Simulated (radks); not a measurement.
Species: Te VI. Configuration: [Kr] 4d10 5s1. Calculated with a radial shooting solver on a logarithmic mesh with Libxc functionals: Dirac Kohn-Sham, PBEsol, spin-unpolarised, spherical densities, point nucleus.

X-ray form factor f0, the Fourier transform of the density (f0(0) = 47):

sin(theta)/lambda (1/angstrom),f0 (electrons)
0.05,46.595
0.1,45.431
0.15,43.646
0.2,41.429
0.25,38.970
0.3,36.434
0.4,31.590
0.5,27.458
0.6,24.183
0.8,19.777
1,16.996
1.25,14.235
1.5,11.729
2,7.939
